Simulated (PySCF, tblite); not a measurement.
Species: C4H8N2OSi.
Geometry (GFN2-xTB, Å), atoms numbered from 1 in this order:
```
atom  x, y, z in Å
C1     2.090   -0.068    0.605
C2     0.685    0.441    0.528
O3     0.336    1.556    0.915
N4    -0.295   -0.314    0.022
C5    -0.125   -1.651   -0.474
Si6   -1.759    0.682    0.134
C7    -1.594    2.134   -1.023
N8    -1.515    3.009   -1.756
H9     2.437   -0.356   -0.386
H10    2.134   -0.943    1.251
H11    2.734    0.711    1.003
H12    0.594   -1.675   -1.296
H13    0.224   -2.321    0.316
H14   -1.083   -2.011   -0.839
H15   -2.130    1.022    1.494
H16   -2.740   -0.209   -0.507
```

Jobs on this species (16 atoms, 68 electrons) with PySCF (density fitting) and tblite. Hardware of each: an Arm Neoverse N1 with one thread (shared host). Times come from a shared host and carry two figures at best.

| level and settings | work | basis functions | SCF cycles | wall time |
| --- | --- | --- | --- | --- |
| GFN2-xTB | Hessian by finite differences | – | – | 0.93 s |
| PBE0/pcSseg-1 | shieldings, charges and field gradients | 183 | ? | ? |
| GFN2-xTB | L-BFGS relaxation | – | – | ? |
| PBE0/def2-SVPD | 8 singlets by full TDDFT, 3 Tamm–Dancoff triplets, polarisability | 231 | 15 | 88 s |

Question: Fill in the missing figures.

Answer: 
- PBE0/pcSseg-1; shieldings, charges and field gradients: 52 s, 15 SCF cycles
- GFN2-xTB; L-BFGS relaxation: 1.5 s

Question: What do all jobs in the table cost together?

Answer: About 2.4 min; the longest takes about 62 % of that, and about 95 times as long as the shortest.
